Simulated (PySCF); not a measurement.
A structure optimised at PBE-D3(BJ)/def2-SVP, used in a PySCF frequency run:

```xyz
14

C      2.5711    -0.3043     0.0000
Si     0.8530     0.4648     0.0000
C     -0.4678    -0.2408     1.2055
C     -1.4238    -0.1783     0.0000
O     -2.6052     0.1023     0.0000
C     -0.4678    -0.2408    -1.2055
H      2.5051    -1.4108     0.0000
H      3.1439     0.0092    -0.8964
H      3.1439     0.0092     0.8964
H      0.9046     1.9660     0.0000
H     -0.8413     0.2404     2.1279
H     -0.1933    -1.2969     1.4246
H     -0.1933    -1.2969    -1.4246
H     -0.8413     0.2404    -2.1279
```
Charge 0, spin multiplicity 1.

Task: Write its SMILES, formula and point group.

Result: C[SiH]1CC(=O)C1, C4H8OSi, Cs

Task: What are its rotational constants (standard atomic weights)?

Result: 7.4055, 1.7761, 1.6003 GHz
